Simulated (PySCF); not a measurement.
These compounds are isomers of formula C6H6O.

A. SMILES O=CC#CC(=C)C
B. SMILES O1[C@H]2C=C[C@@H]1C=C2
C. `C1(=C)C=C1C(C)=O`

Spectrum 1. ¹H NMR (500 MHz, computed): δ 7.41 (m, 4H), 5.26 (m, 2H). ¹³C{¹H} NMR (computed): δ 156.8 (CH), 85.7 (CH).

Spectrum 2. ¹H NMR (500 MHz, computed): δ 9.72 (s, 1H), 6.22 (m, 1H), 6.14 (m, 1H), 2.10 (s, 3H). ¹³C{¹H} NMR (computed): δ 180.7 (CH), 141.5 (CH2), 134.1 (C), 102.0 (C), 95.3 (C), 26.0 (CH3).

Spectrum 3. ¹H NMR (500 MHz, computed): δ 8.70 (s, 1H), 4.40 (m, 1H), 4.29 (m, 1H), 2.64 (s, 3H). ¹³C{¹H} NMR (computed): δ 190.9 (C), 154.1 (CH), 143.3 (C), 125.0 (C), 70.3 (CH2), 37.8 (CH3).

Isolated molecule, fast rotation and ring inversion assumed for equivalent nuclei, a single conformation, non-relativistic. NMR shieldings at PBE0/pcSseg-1/GIAO; geometry: GFN2-xTB; PySCF.

δ = σ(ref) − σ, references computed at the same level: ¹H (σref 31.72), ¹³C (σref 186.93) against TMS. Where no couplings were computed, multiplicities follow the n + 1 count of equivalent neighbours, and m marks all less simple cases (inequivalent or close neighbours, rings, F or P nearby). Shifts are as computed. Against solution values, carbons near 30 ppm lie about +3 ppm off and those near 130 ppm about +5 ppm. Of 1211 compounds with measured shifts, 218 miss one by over three times the rms of a fit or turn the order of signals round; such compounds aren't used in these exercises.

Which spectrum belongs to which compound?

## Answers

1–B, 2–A, 3–C.

- Spectrum 1 (B): 2 ¹³C signals; δC 156.8 is an alkene CH; δC 85.7 is an allylic sp3 CH bonded to O.
- Spectrum 2 (A): 6 ¹³C signals; δC 180.7 is an aldehyde carbonyl carbon; δC 141.5 is a terminal =CH2 carbon.
- Spectrum 3 (C): 6 ¹³C signals; δC 190.9 is a ketone carbonyl carbon; δC 154.1 is a β carbon of a C=C–C=O unit.
